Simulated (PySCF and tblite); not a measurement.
Values are calculated unless marked as measured or tabulated.
5 regioisomers of C₄H₈GeSSi:

```json
{"isomer": "A", "SMILES": "[SiH3:1][c:2]1[cH:3][cH:4][c:5]([GeH3:6])[s:7]1"}
{"isomer": "B", "SMILES": "[SiH3:1][c:2]1[cH:3][c:4]([GeH3:5])[cH:6][s:7]1"}
{"isomer": "C", "SMILES": "[SiH3:1][c:2]1[cH:3][s:4][cH:5][c:6]1[GeH3:7]"}
{"isomer": "D", "SMILES": "[SiH3:1][c:2]1[cH:3][cH:4][s:5][c:6]1[GeH3:7]"}
{"isomer": "E", "SMILES": "[SiH3:1][c:2]1[cH:3][s:4][c:5]([GeH3:6])[cH:7]1"}
```

Each isomer is a Boltzmann average at 298.15 K over at most 3 conformers: GFN2-xTB geometries, energies B3LYP/pcSseg-1 (IEF-PCM, dichloromethane) (D3(BJ) added where defined), GIAO shieldings B3LYP/pcSseg-1 (IEF-PCM, dichloromethane), GFN2-xTB thermal terms. Programs: PySCF with density fitting and tblite.

Q: What shifts does each isomer give (ppm)?

A: 
A: ¹H (against TMS): 7.54 (H3, 1H), 7.52 (H4, 1H). ¹³C (against TMS): 151.4 (C5), 150.1 (C2), 144.0 (C3), 143.1 (C4). ²⁹Si (against TMS): -82.8 (Si1).

B: ¹H (against TMS): 7.82 (H6, 1H), 7.59 (H3, 1H). ¹³C (against TMS): 152.6 (C6), 148.6 (C3), 142.0 (C2), 135.6 (C4). ²⁹Si (against TMS): -82.1 (Si1).

C: ¹H (against TMS): 7.65 (H3, 1H), 7.59 (H5, 1H). ¹³C (against TMS): 146.8 (C3), 145.4 (C5), 141.0 (C6), 139.4 (C2). ²⁹Si (against TMS): -83.9 (Si1).

D: ¹H (against TMS): 7.61 (H4, 1H), 7.53 (H3, 1H). ¹³C (against TMS): 150.0 (C6), 144.1 (C2), 142.1 (C4), 141.0 (C3). ²⁹Si (against TMS): -85.1 (Si1).

E: ¹H (against TMS): 7.81 (H3, 1H), 7.59 (H7, 1H). ¹³C (against TMS): 153.3 (C3), 148.2 (C7), 141.9 (C5), 135.1 (C2). ²⁹Si (against TMS): -83.1 (Si1). H not on carbon is left out.

Spin–orbit effects of the heavy atoms on shieldings are missing. Unscaled ²⁹Si shifts at such levels can be off by tens of ppm; differences between conformers or isomers are more reliable. Shifts are unscaled: against experiment ¹³C can be off by 15 ppm or more and ¹H by 0.8 ppm.
